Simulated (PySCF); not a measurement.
From computed data to an observable: chemical shift, span and skew from a shielding tensor

C₃H₅Cl₂F, SMILES C[C@H](C(Cl)Cl)F. Atoms are numbered in the order given.

```xyz
11

C     -2.3040     0.3278     0.0823
C     -0.9298     0.3550     0.7066
F     -0.7370    -0.7827     1.4406
C      0.1969     0.4972    -0.3091
Cl     1.7614     0.6358     0.5191
Cl     0.2138    -0.8493    -1.4685
H     -2.3965    -0.5334    -0.5936
H     -3.0597     0.2404     0.8749
H     -2.4980     1.2500    -0.4846
H     -0.8318     1.2198     1.3883
H      0.0609     1.4180    -0.8906
```

Coordinates come from a PBE0-D3(BJ)/def2-SVP optimisation. The structure was generated by enumeration; whether it is a known compound was not checked. One conformer was computed; it need not be the lowest.

GIAO shieldings from PBE/pcSseg-1 run with PySCF, non-relativistic, no solvent. The symmetric part of the tensor of C4 has the principal values 43.3, 108.1, 111.7 ppm. The same nucleus in TMS has σ = 182.0 ppm at this level (PySCF, at its B3LYP-D3(BJ)/def2-TZVP geometry). Without spin–orbit terms, shifts of atoms bonded to Cl or Br come out too high.

Task: Work out the isotropic shielding, the ¹³C shift against TMS, the span and the skew.

Result: 
σ(iso) = (σ11 + σ22 + σ33)/3 = 87.7 ppm. δ = σ(ref) − σ(iso) = 182.0 − (87.7) = 94.3 ppm.
Span Ω = σ33 − σ11 = 68.4 ppm. Skew κ = 3(σ(iso) − σ22)/Ω = -0.89. Tumbling in solution averages the tensor to δ; in a static solid the shielding alone would spread this spin-1/2 line over Ω.
